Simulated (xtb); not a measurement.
Cl3Fe, sextet, geometry from GFN2-xTB (such geometries of metal compounds can be far from the true shape); GFN1-xTB in xtb.

xtb was given this input:
```
$ xtb mol.xyz --gfn 1 --chrg 0 --uhf 5 --json

# file mol.xyz
4

Fe    -0.09061902    -0.36016981    -0.20402693
Cl     1.97242024    -0.04348847    -0.35061360
Cl    -0.67696321    -0.59021958     1.79126336
Cl    -1.15686324     1.18455599    -1.12860857
```

Output, abridged:

```
   ID    Z sym.   atoms
    1   26 Fe     1
    2   17 Cl     2-4

           -------------------------------------------------
          |                Calculation Setup                |
           -------------------------------------------------

           -------------------------------------------------
          |                 G F N 1 - x T B                 |
           -------------------------------------------------

          ...................................................
          :                      SETUP                      :
          :.................................................:
          :  # basis functions                  40          :
          :  # atomic orbitals                  36          :
          :  # shells                           12          :
          :  # electrons                        29          :
          :  # halogen bonds                     0          :
          :  max. iterations                   250          :
          :  Hamiltonian                  GFN1-xTB          :
          :  restarted?                      false          :
          :  GBSA solvation                  false          :
          :  PC potential                    false          :
          :  electronic temp.          300.0000000     K    :
          :  accuracy                    1.0000000          :
          :  -> integral cutoff          0.2500000E+02      :
          :  -> integral neglect         0.1000000E-07      :
          :  -> SCF convergence          0.1000000E-05 Eh   :
          :  -> wf. convergence          0.2000000E-04 e    :
          :  Broyden damping             0.4000000          :
          :  net charge                          0          :
          :  unpaired electrons                  5          :
          ...................................................

 iter      E             dE          RMSdq      gap      omega  full diag
   1     -7.6253356 -0.762534E+01  0.289E+01    2.91       0.0  T
   2     21.3696133  0.289949E+02  0.440E+01    0.00       1.0  T
   3    -13.7672324 -0.351368E+02  0.129E+01    4.63       1.0  T
   4    -15.6064775 -0.183925E+01  0.584E+00    5.86       1.0  T
   5    -10.0889986  0.551748E+01  0.218E+01    4.13       1.0  T
   6    -10.2553218 -0.166323E+00  0.215E+01    4.23       1.0  T
   7    -15.1734953 -0.491817E+01  0.635E+00    5.82       1.0  T
   8    -15.6599258 -0.486430E+00  0.331E+00    5.82       1.0  T
   9    -15.1605466  0.499379E+00  0.781E+00    5.76       1.0  T
  10    -15.1601785  0.368090E-03  0.787E+00    5.76       1.0  T
  11    -15.7287630 -0.568584E+00  0.518E-01    5.83       1.0  T
  12    -15.6301068  0.986561E-01  0.313E+00    5.80       1.0  T
  13    -15.6855509 -0.554440E-01  0.196E+00    5.81       1.0  T
  14    -15.7092607 -0.237099E-01  0.132E+00    5.81       1.0  T
  15    -15.7262018 -0.169411E-01  0.506E-01    5.82       1.0  T
  16    -15.7291271 -0.292527E-02  0.119E-01    5.83       1.0  T
  17    -15.7293245 -0.197351E-03  0.142E-02    5.83       3.5  T
  18    -15.7293267 -0.219622E-05  0.120E-02    5.83       4.2  T
  19    -15.7293272 -0.504885E-06  0.431E-03    5.83      11.6  T
  20    -15.7293273 -0.119965E-06  0.234E-05    5.83    2138.1  T
  21    -15.7293273 -0.768274E-11  0.119E-06    5.83   42067.3  T

   *** convergence criteria satisfied after 21 iterations ***

         :::::::::::::::::::::::::::::::::::::::::::::::::::::
         ::                     SUMMARY                     ::
         :::::::::::::::::::::::::::::::::::::::::::::::::::::
         :: total energy             -15.715077912529 Eh    ::
         :: gradient norm              0.014510525521 Eh/a0 ::
         :: HOMO-LUMO gap              5.827654042972 eV    ::
         ::.................................................::
         :: SCC energy               -15.729327289216 Eh    ::
         :: -> electrostatic           0.009875201707 Eh    ::
         :: repulsion energy           0.016236871122 Eh    ::
         :: dispersion energy         -0.001987494435 Eh    ::
         :: halogen bond corr.         0.000000000000 Eh    ::
         :: add. restraining           0.000000000000 Eh    ::
         :: total charge              -0.000000000001 e     ::
         :::::::::::::::::::::::::::::::::::::::::::::::::::::

           -------------------------------------------------
          |                Property Printout                |
           -------------------------------------------------

    * Orbital Energies and Occupations

         #    Occupation            Energy/Eh            Energy/eV
      -------------------------------------------------------------
         1        2.0000           -0.9448560             -25.7108
       ...           ...                  ...                  ...
         5        2.0000           -0.5190824             -14.1250
         6        2.0000           -0.5162005             -14.0465
         7        2.0000           -0.5162005             -14.0465
         8        2.0000           -0.5108574             -13.9011
         9        2.0000           -0.5108574             -13.9011
        10        2.0000           -0.4985807             -13.5671
        11        2.0000           -0.4985807             -13.5671
        12        2.0000           -0.4832247             -13.1492
        13        1.0000           -0.4614204             -12.5559
        14        1.0000           -0.4528717             -12.3233
        15        1.0000           -0.4528717             -12.3233
        16        1.0000           -0.4241346             -11.5413
        17        1.0000           -0.4241346             -11.5413 (HOMO)
        18                         -0.2099723              -5.7136 (LUMO)
        19                         -0.0751774              -2.0457
        20                         -0.0748743              -2.0374
        21                         -0.0748743              -2.0374
        22                         -0.0681827              -1.8553
        23                         -0.0679063              -1.8478
        24                         -0.0679063              -1.8478
        25                         -0.0672209              -1.8292
        26                         -0.0672209              -1.8292
        27                         -0.0671116              -1.8262
        28                         -0.0635811              -1.7301
       ...                                ...                  ...
        36                          0.4359236              11.8621
      -------------------------------------------------------------
                  HL-Gap            0.2141623 Eh            5.8277 eV
             Fermi-level           -0.3946881 Eh          -10.7400 eV

  Mulliken/CM5 charges         n(s)   n(p)   n(d)
     1Fe    0.03316  0.22509   0.291  1.046  6.630
     2Cl   -0.01105 -0.07503   1.879  5.144 -0.012
     3Cl   -0.01105 -0.07503   1.879  5.144 -0.012
     4Cl   -0.01105 -0.07503   1.879  5.144 -0.012

Wiberg/Mayer (AO) data.
largest (>0.10) Wiberg bond orders for each atom

 ---------------------------------------------------------------------------
     #   Z sym  total        # sym  WBO       # sym  WBO       # sym  WBO
 ---------------------------------------------------------------------------
     1  26 Fe   4.160 --     3 Cl   1.387     4 Cl   1.387     2 Cl   1.387
     2  17 Cl   1.533 --     1 Fe   1.387
     3  17 Cl   1.533 --     1 Fe   1.387
     4  17 Cl   1.533 --     1 Fe   1.387
 ---------------------------------------------------------------------------

Topologies differ in total number of bonds
Writing topology from bond orders to xtbtopo.mol

 dipole moment from electron density (au)
     X       Y       Z
  -0.1150  -0.4569  -0.2588  total (Debye):    1.366

           -------------------------------------------------
          | TOTAL ENERGY              -15.715077912529 Eh   |
          | GRADIENT NORM               0.014510525521 Eh/α |
          | HOMO-LUMO GAP               5.827654042972 eV   |
           -------------------------------------------------

normal termination of xtb
```
